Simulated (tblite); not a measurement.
Compound: C₃H₆BrClSi₂.
Atom-mapped SMILES: `[CH:1]#[C:2][Si@@:3]([SiH3:4])([Br:5])[CH2:6][Cl:7]` (hydrogens: H8 on C1; H9, H10, H11 on Si4; H12, H13 on C6)

Computed with GFN2-xTB (tblite), gas phase: L-BFGS steps from a force-field or distance-geometry start until the largest atomic force falls under 0.01 eV/Å.

Step 13: E = -585.7056 eV
```
atom  x, y, z in Å  |  force x, y, z in eV/Å
C1      2.7197   -1.2354   -0.5269    0.028   0.008   0.003
C2      1.7608   -0.6469   -0.0966   -0.030  -0.031  -0.079
Si3     0.1341    0.0553    0.4488   -0.050  -0.070  -0.002
Si4    -1.7861   -1.1406   -0.0999    0.104   0.062  -0.017
Br5     0.3058    0.2071    2.6980    0.086   0.037   0.062
C6      0.0402    1.8875   -0.1128    0.038  -0.030   0.082
Cl7    -0.5506    1.8924   -1.8035    0.015   0.067   0.011
H8      3.5842   -1.7222   -0.8903   -0.104   0.095   0.078
H9     -2.9567   -0.3059    0.1580   -0.068   0.009   0.014
H10    -1.8365   -2.3345    0.7385   -0.028  -0.050   0.038
H11    -1.7497   -1.5321   -1.5020    0.008  -0.017  -0.068
H12    -0.6658    2.4671    0.4842    0.009  -0.041  -0.079
H13     0.9963    2.4087   -0.0970   -0.007  -0.041  -0.044
```

Step 14: E = -585.7082 eV
```
atom  x, y, z in Å  |  force x, y, z in eV/Å
C1      2.7198   -1.2322   -0.5245    0.020   0.002  -0.004
C2      1.7584   -0.6448   -0.0992   -0.078  -0.021  -0.054
Si3     0.1300    0.0521    0.4516    0.043  -0.006  -0.013
Si4    -1.7846   -1.1394   -0.1003    0.048   0.023  -0.002
Br5     0.3183    0.2125    2.6980    0.076   0.029   0.070
C6      0.0431    1.8853   -0.1108    0.019  -0.027   0.055
Cl7    -0.5487    1.8947   -1.8008    0.014   0.051  -0.015
H8      3.5830   -1.7192   -0.8875   -0.068   0.082   0.066
H9     -2.9602   -0.3142    0.1541   -0.090   0.047   0.026
H10    -1.8437   -2.3348    0.7332   -0.014  -0.071   0.061
H11    -1.7540   -1.5334   -1.4993    0.026  -0.023  -0.122
H12    -0.6646    2.4666    0.4811    0.010  -0.032  -0.040
H13     0.9989    2.4073   -0.0972   -0.007  -0.055  -0.026
```

Step 15: E = -585.7103 eV
```
atom  x, y, z in Å  |  force x, y, z in eV/Å
C1      2.7196   -1.2289   -0.5221   -0.007   0.007  -0.002
C2      1.7551   -0.6435   -0.1025   -0.104  -0.013  -0.032
Si3     0.1275    0.0495    0.4538    0.093   0.048   0.005
Si4    -1.7825   -1.1380   -0.1008   -0.042  -0.033  -0.002
Br5     0.3308    0.2178    2.6993    0.066   0.021   0.059
C6      0.0459    1.8829   -0.1085   -0.003  -0.023   0.003
Cl7    -0.5468    1.8975   -1.7988    0.017   0.034  -0.025
H8      3.5811   -1.7153   -0.8840   -0.001   0.051   0.040
H9     -2.9651   -0.3206    0.1511   -0.070   0.056   0.027
H10    -1.8505   -2.3365    0.7296    0.002  -0.056   0.057
H11    -1.7573   -1.5350   -1.4991    0.041  -0.016  -0.124
H12    -0.6634    2.4657    0.4780    0.005  -0.017   0.003
H13     1.0014    2.4049   -0.0975    0.004  -0.059  -0.008
```

Q: Estimate the geometry and energy of step 16. (The exact step hangs on the optimiser's Hessian estimate; all steps are aligned on step 15, rigid shifts and turns removed.)

A: E = -585.7121 eV, largest force 0.136 eV/Å
```
atom  x, y, z in Å  |  force x, y, z in eV/Å
C1      2.7189   -1.2257   -0.5200   -0.034   0.015   0.002
C2      1.7508   -0.6429   -0.1062   -0.095  -0.013  -0.019
Si3     0.1269    0.0483    0.4559    0.074   0.068   0.030
Si4    -1.7814   -1.1373   -0.1012   -0.113  -0.074  -0.012
Br5     0.3429    0.2227    2.7014    0.058   0.014   0.039
C6      0.0482    1.8806   -0.1066   -0.022  -0.011  -0.048
Cl7    -0.5449    1.9004   -1.7978    0.022   0.018  -0.026
H8      3.5793   -1.7108   -0.8802    0.062   0.018   0.014
H9     -2.9706   -0.3252    0.1490   -0.032   0.046   0.021
H10    -1.8563   -2.3389    0.7275    0.014  -0.027   0.041
H11    -1.7595   -1.5367   -1.5011    0.050  -0.001  -0.088
H12    -0.6623    2.4644    0.4755   -0.001  -0.001   0.039
H13     1.0036    2.4015   -0.0977    0.017  -0.052   0.007
```

The energy changes by -0.0018 eV. The first-order estimate −F·Δx gives -0.0025 eV and the mean of the old and new forces, exact on a quadratic surface, -0.0018 eV. The step makes an angle of 65° with the force vector and moves no atom by more than 0.013 Å.

What follows is the cost of the whole relaxation. On one thread of an Arm Neoverse N1, shared host with 64 logical CPUs at a one-minute load of 60, this took 0.9 s.
